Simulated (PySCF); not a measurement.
**Polarisability and C₆ of Te (tellurium, neutral)**

[Kr] 4d10 5s2 5p4, high-spin 3P determinant. Calculation: PySCF 2.14, in aug-cc-pwCVTZ-DK3 with one added diffuse shell each of s, p, d, f type (11s10p8d5f1g, 125 functions); the spin-free X2C one-electron Hamiltonian (Gaussian nucleus). Coupled (time-dependent) response in atomic units; α is the mean over directions.

```json
{"method": "PBEsol", "mean α (bohr³)": "41.03", "α xx, yy, zz": "38.23, 46.62, 38.23", "C₆ (like pair)": "453.0", "S(−4)": "439.2"}
```

S(−4) is the Cauchy moment in α(ω) = α(0) + S(−4) ω² + …

Reference α: 38 ± 4 bohr³ (recommended; Schwerdtfeger and Nagle, table of static dipole polarizabilities (2023 update)). Published C₆: 445.0 (Chu and Dalgarno (2004); Tang, Norbeck and Certain (1976)).

Spin-orbit coupling is absent.

α(iu) at PBEsol:

```
u (hartree)  α(iu) (bohr³)
          0          41.03
     0.0500          39.97
      0.100          37.22
      0.200          29.85
      0.300          23.14
      0.500          14.31
      0.750          8.769
       1.00          5.991
       1.50          3.452
       2.00          2.335
       3.00          1.336
       5.00         0.6272
```

A single London oscillator, α(iu) = α/(1 + u²/ω²), gives C₆ = (3/4) ω α². Matching the computed C₆ needs ω = 4 × 453.0 / (3 × 41.03²) = 0.359 hartree.

The components differ because the open shell of this determinant is not spherical; for a pure term their mean is the scalar polarisability.
